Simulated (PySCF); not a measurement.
**Electron correlation in Pr³⁺ (praseodymium, charge +3)**

[Xe] 4f2, one real determinant. Calculation: PySCF 2.14, in cc-pVDZ-X2C (8s7p5d3f1g, 84 functions); the spin-free X2C one-electron Hamiltonian (Gaussian nucleus). Frozen: [Kr] 4d10; 10 electrons correlated.

```json
{"level": "CCSD", "correlation energy (mhartree)": "-233.66"}
{"level": "(T)", "correlation energy (mhartree)": "-6.97"}
{"level": "CCSD(T)", "correlation energy (mhartree)": "-240.63"}
```

Diagnostics: T1 = 0.0055, D1 = 0.0167, largest double amplitude 0.096.

The real determinant used has ⟨L²⟩ near 24 against 30 for a pure H term, so it mixes terms. Spin-orbit coupling, absent here, splits the open shell strongly.

Cost of the coupled-cluster step: roughly 12 core-seconds, for 10 correlated electrons.

Iterations:

```
CC2 = 0
CCSD nocc = (np.int64(6), np.int64(4)), nmo = (61, 61)
frozen orbitals [[0, 1, 2, 3, 4, 5, 6, 7, 8, 9, 10, 11, 12, 13, 14, 15, 16, 17, 18, 19, 20, 21, 22], [0, 1, 2, 3, 4, 5, 6, 7, 8, 9, 10, 11, 12, 13, 14, 15, 16, 17, 18, 19, 20, 21, 22]]
max_cycle = 100
direct = 0
conv_tol = 1e-08
conv_tol_normt = 1e-06
diis_space = 8
diis_start_cycle = 0
Init t2, MP2 energy = -0.211723610479007
Init E_corr(UCCSD) = -0.211723610528719
cycle = 1  E_corr(UCCSD) = -0.226391120037995  dE = -0.0146675095  norm(t1,t2) = 0.0369728
cycle = 2  E_corr(UCCSD) = -0.230614506551837  dE = -0.00422338651  norm(t1,t2) = 0.0128528
cycle = 3  E_corr(UCCSD) = -0.232445468222209  dE = -0.00183096167  norm(t1,t2) = 0.00696012
cycle = 4  E_corr(UCCSD) = -0.23253548447438  dE = -9.00162522e-05  norm(t1,t2) = 0.00484702
cycle = 5  E_corr(UCCSD) = -0.232709677282453  dE = -0.000174192808  norm(t1,t2) = 0.00432096
cycle = 6  E_corr(UCCSD) = -0.233310572323279  dE = -0.000600895041  norm(t1,t2) = 0.00358301
cycle = 7  E_corr(UCCSD) = -0.233615908293093  dE = -0.00030533597  norm(t1,t2) = 0.00192528
cycle = 8  E_corr(UCCSD) = -0.233649439437174  dE = -3.35311441e-05  norm(t1,t2) = 0.000381773
cycle = 9  E_corr(UCCSD) = -0.233659270554809  dE = -9.83111763e-06  norm(t1,t2) = 0.000102984
cycle = 10  E_corr(UCCSD) = -0.233658810528919  dE = 4.60025889e-07  norm(t1,t2) = 4.08268e-05
cycle = 11  E_corr(UCCSD) = -0.233659017858588  dE = -2.07329669e-07  norm(t1,t2) = 1.21733e-05
cycle = 12  E_corr(UCCSD) = -0.233658902309143  dE = 1.15549446e-07  norm(t1,t2) = 3.57398e-06
cycle = 13  E_corr(UCCSD) = -0.233658901169988  dE = 1.13915527e-09  norm(t1,t2) = 1.11863e-06
cycle = 14  E_corr(UCCSD) = -0.233658889666385  dE = 1.15036028e-08  norm(t1,t2) = 3.71613e-07
cycle = 15  E_corr(UCCSD) = -0.233658888849605  dE = 8.16779672e-10  norm(t1,t2) = 1.46458e-07
UCCSD converged
E(UCCSD) = -9232.024278366333  E_corr = -0.2336588888496051
UCCSD(T) correction = -0.00697476752504583
```

The reference is one real determinant that mixes LS terms of this configuration.
